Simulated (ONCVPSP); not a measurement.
**scandium: one change to an ONCV potential, before and after**

```
Element                 : Sc (Z = 21)
Generator               : ONCVPSP 4.0.1
Type                    : optimised norm-conserving Vanderbilt (ONCV)
Functional              : PBE
Relativity              : scalar-relativistic
Frozen core             : [Ar]
Valence charge          : 3
Reference configuration : 3d1 4s2
Partial waves           : 4s: rc 2.45 bohr, ncon 3, nbas 7, qcut 2.6 1/bohr, 2 projectors, debl 2.8 Ha; p scattering state at 0.22 Ha: rc 2.25 bohr, ncon 3, nbas 8, qcut 3.8 1/bohr, 3 projectors, debl 1.3 Ha; 3d: rc 2.45 bohr, ncon 4, nbas 9, qcut 7.7 1/bohr, 2 projectors, debl 0.4 Ha
Local potential         : polynomial inside 2.20 bohr (lpopt 1, dvloc0 2 Ha)
Core correction         : none
```

Change: d: qcut 8.4.

Cutoffs: the cutoffs (Ha) at which the residual kinetic energy of the hardest occupied pseudo-wave falls to 1 and 0.1 mHa per electron; they do not see the model core or the augmentation charge, which bear on the density cutoff. Errors are all-electron minus pseudo energies relative to the spin-unpolarised reference configuration.

Question: What does the change do?

Answer: The potential gets harder (19 Ha and 22 Ha → 20 Ha and 24 Ha); both files keep a bound ghost (p); the errors of the 4 common tests hardly move. The waves are optimised to have the least kinetic energy above qcut, so the cutoff follows it (qcut²/2 in Ha).

| quantity | base | changed |
| --- | --- | --- |
| cutoff, loose | 19 Ha | 20 Ha |
| cutoff, tight | 22 Ha | 24 Ha |
| loose cutoff by channel | s 2.3 Ha, d 19 Ha | s 2.3 Ha, d 20 Ha |
| bound ghosts | p | p |
| GHOST(+) flags under 300 eV | s at 90.3 eV | s at 90.3 eV |
| error for 3d1 4s1, meV [ΔE 6.90 eV] | +8.5 | +7.9 |
| error for 3d1 4s0, meV [ΔE 19.66 eV] | +288 | +288 |
| error for 3d1 4s1.5, meV [ΔE 2.75 eV] | +0.2 | +0.1 |
| error for 3d1 4s0 4p1, meV [ΔE 10.33 eV] | +87 | +87 |
| s: phases at 2.49 bohr within 0.05 rad from the reference energy up to (Ha; the scan ends near 5) | 3.0 | 3.0 |
| p: phases at 2.29 bohr within 0.05 rad from the reference energy up to (Ha; the scan ends near 5) | to the end of the scan | to the end of the scan |
| d: phases at 2.49 bohr within 0.05 rad from the reference energy up to (Ha; the scan ends near 5) | 3.5 | 3.5 |

Base: The cutoffs count occupied waves only; projector 2 of the p channel, the hardest unoccupied one, needs 52 Ha at the loose tolerance. Changed file: The cutoffs count occupied waves only; projector 2 of the p channel, the hardest unoccupied one, needs 52 Ha at the loose tolerance. A true bound ghost makes a file unfit for plane-wave use even where its test errors are small: the radial tests pick states by their node count and pass the ghost by.
